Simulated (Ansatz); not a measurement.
Ansatz (a first-principles code) input (HF/3-21G): The .json file is the Basis Set Exchange's 3-21G.

Ansatz 0.2 input:
```yaml
crystal:
  periodic: [false, false, false]
  atoms:
    - {symbol: C, position_ang: [-1.61792257, -0.65782754, -0.34441431]}
    - {symbol: Ge, position_ang: [-0.00008343, 0.34507398, 0.15332600]}
    - {symbol: C, position_ang: [1.61824987, -0.69585667, -0.25706537]}
    - {symbol: H, position_ang: [-2.51533616, -0.09125120, -0.12157254]}
    - {symbol: H, position_ang: [-1.61841286, -0.88338872, -1.40565463]}
    - {symbol: H, position_ang: [-1.67007302, -1.59597356, 0.19805366]}
    - {symbol: H, position_ang: [-0.03712249, 0.67056675, 1.66728797]}
    - {symbol: H, position_ang: [0.03655252, 1.68681770, -0.61983626]}
    - {symbol: H, position_ang: [1.61902166, -1.63462459, 0.28683104]}
    - {symbol: H, position_ang: [2.51539458, -0.15036866, 0.01421410]}
    - {symbol: H, position_ang: [1.67068183, -0.92203975, -1.31687725]}
basis:
  gaussian:
    orbitals: 3-21G.json
hamiltonian:
  xc: {name: HF}
phonons: {temperatures: {t_min: 298.15, t_max: 298.15, t_step: 100}}
```

Output:

```
Functional definition: HF
integrals: 0.01 GiB planned
659 factors; integrals over basis functions are off by at most 5.6e-4 eV
mean field: 0.12 GiB planned
mean field evaluation 1: about -58375.8768 eV, gradient 2.3e1 eV
mean field evaluation 2: about -58375.8774 eV, gradient 2.3e1 eV
mean field evaluation 4: about -58377.2326 eV, gradient 1.7e0 eV
mean field evaluation 8: about -58377.2429 eV, gradient 6.5e-6 eV
mean field -58377.24292583 eV, -2145.3241080078 hartree, gradient 1.3e-5 eV, S^2 0.000000; 0 other end points of the search recorded, 0 dependent functions left out
the calculation of the forces begins
reference -58377.24292583 eV, -2145.3241080078 hartree; 26, 26 occupied and 31, 31 virtual orbitals, 659 factors
these checks for a lower state are left out or cut short: stability, starts, cluster_reference, orbital_swaps, neighbouring_geometries, increment
integrals: 0.01 GiB planned
659 factors; integrals over basis functions are off by at most 5.6e-4 eV
mean field: 0.12 GiB planned
mean field evaluation 16: about -58377.2428 eV, gradient 9.7e-7 eV
mean field -58377.24276732 eV, -2145.3241021827 hartree, gradient 9.7e-7 eV, S^2 0.000000; 0 other end points of the search recorded, 0 dependent functions left out
the calculation of the forces begins
reference -58377.24276732 eV, -2145.3241021827 hartree; 26, 26 occupied and 31, 31 virtual orbitals, 659 factors
these checks for a lower state are left out or cut short: stability, starts, cluster_reference, orbital_swaps, neighbouring_geometries, increment
integrals: 0.01 GiB planned
659 factors; integrals over basis functions are off by at most 5.6e-4 eV
mean field: 0.12 GiB planned
mean field -58377.24276654 eV, -2145.3241021540 hartree, gradient 9.8e-7 eV, S^2 0.000000; 0 other end points of the search recorded, 0 dependent functions left out
the calculation of the forces begins
reference -58377.24276654 eV, -2145.3241021540 hartree; 26, 26 occupied and 31, 31 virtual orbitals, 659 factors
these checks for a lower state are left out or cut short: stability, starts, cluster_reference, orbital_swaps, neighbouring_geometries, increment
integrals: 0.01 GiB planned
659 factors; integrals over basis functions are off by at most 5.6e-4 eV
mean field: 0.12 GiB planned
mean field evaluation 32: about -58377.2428 eV, gradient 9.7e-7 eV
mean field -58377.24277104 eV, -2145.3241023194 hartree, gradient 9.7e-7 eV, S^2 0.000000; 0 other end points of the search recorded, 0 dependent functions left out
the calculation of the forces begins
reference -58377.24277104 eV, -2145.3241023194 hartree; 26, 26 occupied and 31, 31 virtual orbitals, 659 factors
these checks for a lower state are left out or cut short: stability, starts, cluster_reference, orbital_swaps, neighbouring_geometries, increment
integrals: 0.01 GiB planned
659 factors; integrals over basis functions are off by at most 5.6e-4 eV
mean field: 0.12 GiB planned
mean field -58377.24276268 eV, -2145.3241020123 hartree, gradient 9.8e-7 eV, S^2 0.000000; 0 other end points of the search recorded, 0 dependent functions left out
the calculation of the forces begins
reference -58377.24276268 eV, -2145.3241020123 hartree; 26, 26 occupied and 31, 31 virtual orbitals, 659 factors
these checks for a lower state are left out or cut short: stability, starts, cluster_reference, orbital_swaps, neighbouring_geometries, increment
integrals: 0.01 GiB planned
659 factors; integrals over basis functions are off by at most 5.6e-4 eV
mean field: 0.12 GiB planned
mean field -58377.24282562 eV, -2145.3241043251 hartree, gradient 9.8e-7 eV, S^2 0.000000; 0 other end points of the search recorded, 0 dependent functions left out
the calculation of the forces begins
reference -58377.24282562 eV, -2145.3241043251 hartree; 26, 26 occupied and 31, 31 virtual orbitals, 659 factors
these checks for a lower state are left out or cut short: stability, starts, cluster_reference, orbital_swaps, neighbouring_geometries, increment
integrals: 0.01 GiB planned
659 factors; integrals over basis functions are off by at most 5.6e-4 eV
mean field: 0.12 GiB planned
mean field -58377.24283136 eV, -2145.3241045361 hartree, gradient 9.8e-7 eV, S^2 0.000000; 0 other end points of the search recorded, 0 dependent functions left out
the calculation of the forces begins
reference -58377.24283136 eV, -2145.3241045361 hartree; 26, 26 occupied and 31, 31 virtual orbitals, 659 factors
these checks for a lower state are left out or cut short: stability, starts, cluster_reference, orbital_swaps, neighbouring_geometries, increment
integrals: 0.01 GiB planned
659 factors; integrals over basis functions are off by at most 5.6e-4 eV
mean field: 0.12 GiB planned
mean field -58377.24287930 eV, -2145.3241062978 hartree, gradient 9.8e-7 eV, S^2 0.000000; 0 other end points of the search recorded, 0 dependent functions left out
[...]
these checks for a lower state are left out or cut short: stability, starts, cluster_reference, orbital_swaps, neighbouring_geometries, increment
integrals: 0.01 GiB planned
659 factors; integrals over basis functions are off by at most 5.6e-4 eV
mean field: 0.12 GiB planned
mean field -58377.24287763 eV, -2145.3241062366 hartree, gradient 9.7e-7 eV, S^2 0.000000; 0 other end points of the search recorded, 0 dependent functions left out
the calculation of the forces begins
reference -58377.24287763 eV, -2145.3241062366 hartree; 26, 26 occupied and 31, 31 virtual orbitals, 659 factors
these checks for a lower state are left out or cut short: stability, starts, cluster_reference, orbital_swaps, neighbouring_geometries, increment
integrals: 0.01 GiB planned
659 factors; integrals over basis functions are off by at most 5.6e-4 eV
mean field: 0.12 GiB planned
mean field -58377.24287622 eV, -2145.3241061849 hartree, gradient 9.8e-7 eV, S^2 0.000000; 0 other end points of the search recorded, 0 dependent functions left out
the calculation of the forces begins
reference -58377.24287622 eV, -2145.3241061849 hartree; 26, 26 occupied and 31, 31 virtual orbitals, 659 factors
these checks for a lower state are left out or cut short: stability, starts, cluster_reference, orbital_swaps, neighbouring_geometries, increment
integrals: 0.01 GiB planned
659 factors; integrals over basis functions are off by at most 5.6e-4 eV
mean field: 0.12 GiB planned
mean field -58377.24290664 eV, -2145.3241073025 hartree, gradient 9.8e-7 eV, S^2 0.000000; 0 other end points of the search recorded, 0 dependent functions left out
the calculation of the forces begins
reference -58377.24290664 eV, -2145.3241073025 hartree; 26, 26 occupied and 31, 31 virtual orbitals, 659 factors
these checks for a lower state are left out or cut short: stability, starts, cluster_reference, orbital_swaps, neighbouring_geometries, increment
integrals: 0.01 GiB planned
659 factors; integrals over basis functions are off by at most 5.6e-4 eV
mean field: 0.12 GiB planned
mean field evaluation 96: about -58377.2429 eV, gradient 3.0e-5 eV
mean field -58377.24291401 eV, -2145.3241075736 hartree, gradient 9.7e-7 eV, S^2 0.000000; 0 other end points of the search recorded, 0 dependent functions left out
the calculation of the forces begins
reference -58377.24291401 eV, -2145.3241075736 hartree; 26, 26 occupied and 31, 31 virtual orbitals, 659 factors
these checks for a lower state are left out or cut short: stability, starts, cluster_reference, orbital_swaps, neighbouring_geometries, increment
integrals: 0.01 GiB planned
659 factors; integrals over basis functions are off by at most 5.6e-4 eV
mean field: 0.12 GiB planned
mean field -58377.24290373 eV, -2145.3241071956 hartree, gradient 9.8e-7 eV, S^2 0.000000; 0 other end points of the search recorded, 0 dependent functions left out
the calculation of the forces begins
reference -58377.24290373 eV, -2145.3241071956 hartree; 26, 26 occupied and 31, 31 virtual orbitals, 659 factors
these checks for a lower state are left out or cut short: stability, starts, cluster_reference, orbital_swaps, neighbouring_geometries, increment
integrals: 0.01 GiB planned
659 factors; integrals over basis functions are off by at most 5.6e-4 eV
mean field: 0.12 GiB planned
mean field -58377.24290763 eV, -2145.3241073389 hartree, gradient 9.7e-7 eV, S^2 0.000000; 0 other end points of the search recorded, 0 dependent functions left out
the calculation of the forces begins
reference -58377.24290763 eV, -2145.3241073389 hartree; 26, 26 occupied and 31, 31 virtual orbitals, 659 factors
these checks for a lower state are left out or cut short: stability, starts, cluster_reference, orbital_swaps, neighbouring_geometries, increment
integrals: 0.01 GiB planned
659 factors; integrals over basis functions are off by at most 5.6e-4 eV
mean field: 0.12 GiB planned
mean field -58377.24281475 eV, -2145.3241039256 hartree, gradient 9.7e-7 eV, S^2 0.000000; 0 other end points of the search recorded, 0 dependent functions left out
the calculation of the forces begins
reference -58377.24281475 eV, -2145.3241039256 hartree; 26, 26 occupied and 31, 31 virtual orbitals, 659 factors
these checks for a lower state are left out or cut short: stability, starts, cluster_reference, orbital_swaps, neighbouring_geometries, increment
integrals: 0.01 GiB planned
659 factors; integrals over basis functions are off by at most 5.6e-4 eV
mean field: 0.12 GiB planned
mean field -58377.24281910 eV, -2145.3241040856 hartree, gradient 9.8e-7 eV, S^2 0.000000; 0 other end points of the search recorded, 0 dependent functions left out
the calculation of the forces begins
reference -58377.24281910 eV, -2145.3241040856 hartree; 26, 26 occupied and 31, 31 virtual orbitals, 659 factors
these checks for a lower state are left out or cut short: stability, starts, cluster_reference, orbital_swaps, neighbouring_geometries, increment
integrals: 0.01 GiB planned
659 factors; integrals over basis functions are off by at most 5.6e-4 eV
mean field: 0.12 GiB planned
mean field evaluation 128: about -58377.2428 eV, gradient 2.7e-5 eV
mean field -58377.24287483 eV, -2145.3241061334 hartree, gradient 9.8e-7 eV, S^2 0.000000; 0 other end points of the search recorded, 0 dependent functions left out
the calculation of the forces begins
reference -58377.24287483 eV, -2145.3241061334 hartree; 26, 26 occupied and 31, 31 virtual orbitals, 659 factors
these checks for a lower state are left out or cut short: stability, starts, cluster_reference, orbital_swaps, neighbouring_geometries, increment
integrals: 0.01 GiB planned
659 factors; integrals over basis functions are off by at most 5.6e-4 eV
mean field: 0.12 GiB planned
mean field -58377.24287998 eV, -2145.3241063228 hartree, gradient 9.8e-7 eV, S^2 0.000000; 0 other end points of the search recorded, 0 dependent functions left out
the calculation of the forces begins
reference -58377.24287998 eV, -2145.3241063228 hartree; 26, 26 occupied and 31, 31 virtual orbitals, 659 factors
these checks for a lower state are left out or cut short: stability, starts, cluster_reference, orbital_swaps, neighbouring_geometries, increment
integrals: 0.01 GiB planned
659 factors; integrals over basis functions are off by at most 5.6e-4 eV
mean field: 0.12 GiB planned
mean field -58377.24291865 eV, -2145.3241077440 hartree, gradient 9.8e-7 eV, S^2 0.000000; 0 other end points of the search recorded, 0 dependent functions left out
the calculation of the forces begins
reference -58377.24291865 eV, -2145.3241077440 hartree; 26, 26 occupied and 31, 31 virtual orbitals, 659 factors
these checks for a lower state are left out or cut short: stability, starts, cluster_reference, orbital_swaps, neighbouring_geometries, increment
integrals: 0.01 GiB planned
659 factors; integrals over basis functions are off by at most 5.6e-4 eV
mean field: 0.12 GiB planned
mean field -58377.24291767 eV, -2145.3241077078 hartree, gradient 9.8e-7 eV, S^2 0.000000; 0 other end points of the search recorded, 0 dependent functions left out
the calculation of the forces begins
reference -58377.24291767 eV, -2145.3241077078 hartree; 26, 26 occupied and 31, 31 virtual orbitals, 659 factors
Total energy: -58377.24292583 eV, -2145.3241080078 hartree
Atom 0 at    -1.617923    -0.657828    -0.344414 Å, force     0.002336     0.000098     0.000119 eV/Å
Atom 1 at    -0.000083     0.345074     0.153326 Å, force    -0.000000     0.001807     0.000803 eV/Å
Atom 2 at     1.618250    -0.695857    -0.257065 Å, force    -0.002336     0.000153    -0.000007 eV/Å
Atom 3 at    -2.515336    -0.091251    -0.121573 Å, force     0.000423     0.000187     0.000097 eV/Å
Atom 4 at    -1.618413    -0.883389    -1.405655 Å, force    -0.001474    -0.000792    -0.000665 eV/Å
Atom 5 at    -1.670073    -1.595974     0.198054 Å, force    -0.001489    -0.000989    -0.000221 eV/Å
Atom 6 at    -0.037122     0.670567     1.667288 Å, force    -0.000023     0.000282     0.000968 eV/Å
Atom 7 at     0.036553     1.686818    -0.619836 Å, force     0.000023     0.000908    -0.000439 eV/Å
Atom 8 at     1.619022    -1.634625     0.286831 Å, force     0.001475    -0.001024    -0.000141 eV/Å
Atom 9 at     2.515395    -0.150369     0.014214 Å, force    -0.000423     0.000197     0.000074 eV/Å
Atom 10 at     1.670682    -0.922040    -1.316877 Å, force     0.001489    -0.000826    -0.000585 eV/Å
Dipole moment:     0.000030    -0.124367    -0.055260 e Å
Vibrations: 128.67 139.61 185.22 464.95 602.84 632.37 658.69 712.59 950.76 955.04 956.98 960.82 969.41 1463.70 1472.51 1623.27 1624.48 1630.30 1632.78 2085.61 2109.61 3191.17 3191.28 3258.63 3260.19 3262.70 3263.07 cm⁻¹, zero-point energy 2.565684 eV
```

The blocks after the first are displaced geometries, from whose forces the wavenumbers follow.
